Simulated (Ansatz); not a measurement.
Consider the ligand exchange at the Hf–Cl bond: `[F][Hf]([F])([F])[Cl]` + HI → `[F][Hf]([F])([F])[I]` + HCl.

Program: Ansatz. Geometries: PBE0-D4/def2-TZVP. ΔE: electronic, gas phase. CCSD(T)/CBS is the MP2 limit (def2-TZVPP, def2-QZVPP) plus CCSD(T) − MP2 in def2-TZVPP, frozen cores. This one scheme is used for every species. DFT in def2-TZVPP. Elements past krypton have def2 core potentials. For Hf, I outer-core shells are correlated without core-valence functions, which leaves a few kJ/mol of doubt a bond.

**Question.** Is it downhill or uphill in electronic energy at CCSD(T)/CBS, and by how much? (Estimate.)

**Answer.** Computed: Uphill: ΔE = +0.11 eV.

**Question.** What do these levels give: PBE-D4, PBE0-D4, BHLYP-D4, ωB97X-V, r2SCAN, CAM-B3LYP, RPA@PBE/def2-TZVPP, MP2/def2-SVP, CCSD(T)/def2-SVP, MP2/def2-TZVPP, MP2/CBS(def2), CCSD/CBS(def2)? (Estimate.)

**Answer.** Computed: PBE-D4 0.14, PBE0-D4 0.12, BHLYP-D4 0.14, ωB97X-V 0.17, r2SCAN 0.15, CAM-B3LYP 0.20, RPA@PBE/def2-TZVPP 0.12, MP2/def2-SVP 0.19, CCSD(T)/def2-SVP 0.24, MP2/def2-TZVPP 0.05, MP2/CBS(def2) 0.04, CCSD/CBS(def2) 0.12 eV.

Largest T1 diagnostic among the species: 0.016.

In def2-TZVPP, CCSD(T) changes the Hartree–Fock value by −0.04 eV (the triples alone add −0.02 eV) and MP2 by −0.11 eV. From BLYP to BHLYP (50 % exact exchange), in def2-TZVPP and without D4, ΔE moves by −0.04 eV.
